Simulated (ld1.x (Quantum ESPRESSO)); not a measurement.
Configuration tests for Mn (RRKJ)

| Item | Value |
| --- | --- |
| Element | Mn (Z = 25) |
| Generator | ld1.x (Quantum ESPRESSO) 7.5 |
| Type | norm-conserving RRKJ (Kleinman–Bylander form) |
| Functional | PBE |
| Relativity | scalar-relativistic |
| Frozen core | [Ne] |
| Valence charge | 15 |
| Reference configuration | 3s2 3p6 3d4 4s0 4p0 (charge +3) |
| Partial waves | 3s (bound): rc 0.80 bohr; 3p (bound): rc 1.35 bohr; 3d (bound): rc 0.95 bohr |
| Local potential | the d channel |
| Core correction | Bessel-smoothed model core inside 0.45 bohr |
| rho0 | 0.02 |

Energies are relative to the spin-unpolarised reference configuration 3s2 3p6 3d4 4s0 4p0; without spin polarisation the order of configurations can differ from experiment.

| valence configuration | charge | ΔE all-electron (eV) | error AE − PS (meV) |
| --- | --- | --- | --- |
| 3s2 3p6 3d5 4s1 4p0 | +1 | -48.118 | +150 |
| 3s2 3p6 3d5 4s0 4p0 | +2 | -32.519 | +0.4 |
| 3s1 3p6 3d5 4s2 4p0 | +1 | 36.972 | +469 |
| 3s2 3p6 3d5 4s0 4p2 | 0 | -48.605 | +4.7 |
| 3s2 3p6 3d6 4s1 4p0 | 0 | -56.892 | +77 |

(1) What are ΔE and the potential's error for 3s2 3p6 3d4 4s2 4p1?

(2) What are ΔE and the potential's error for 3s2 3p6 3d5 4s2 4p0?

Levels in the configuration 3s2 3p6 3d6 4s1 4p0:

```json
{"level": "3s", "all-electron (eV)": "-81.616", "pseudo (eV)": "-81.547"}
{"level": "3p", "all-electron (eV)": "-50.473", "pseudo (eV)": "-50.395"}
{"level": "3d", "all-electron (eV)": "-3.374", "pseudo (eV)": "-3.323"}
{"level": "4s", "all-electron (eV)": "-4.133", "pseudo (eV)": "-4.187"}
```

Answers

(1) ΔE = -48.733 eV all-electron; the error (AE − PS) is +380 meV.

(2) ΔE = -56.534 eV all-electron; the error (AE − PS) is +224 meV.
